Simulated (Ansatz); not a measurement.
Wavefunction ladder for C₂H₅AlSi, SMILES `C=[C]1[AlH][SiH2]1`

```xyz
9

C    -0.7441    1.4402   -0.3160
C     0.0222    0.3465   -0.3226
Al    1.6972   -0.2323    0.4447
Si   -0.2699   -1.4762    0.0987
H    -1.8313    1.3998   -0.2292
H    -0.3249    2.4428   -0.3987
H     3.1190    0.2766    0.9217
H    -0.2396   -2.3048   -1.1414
H    -1.4287   -1.8926    0.9428
```

Charge 0, multiplicity 1. All single points use the PBE0-D4/def2-TZVP geometry. Frozen core, restricted reference, Ansatz. CBS rows extrapolate triple and quadruple zeta; past MP2 they add the triple-zeta difference.

| basis | HF (Eh) | MP2 corr. | CCSD corr. | (T) | CCSD(T) total |
| --- | --- | --- | --- | --- | --- |
| def2-SVP | -609.17014 | ? | ? | -0.01903 | ? |
| def2-TZVPP | -609.44311 | -0.51381 | ? | -0.02751 | ? |
| def2-QZVPP | -609.46199 | -0.54816 | – | – | – |
| CBS(def2) | ? | -0.57361 | -0.61632 | as TZ | ? |

**Question.** Fill in the withheld values. (Best estimate.)

**Answer.** The calculation gave: def2-SVP MP2 corr.: -0.41815; def2-SVP CCSD corr.: -0.46628; def2-SVP CCSD(T) total: -609.65545; def2-TZVPP CCSD corr.: -0.55652; def2-TZVPP CCSD(T) total: -610.02714; CBS(def2) HF (Eh): -609.46459; CBS(def2) CCSD(T) total: -610.10842.
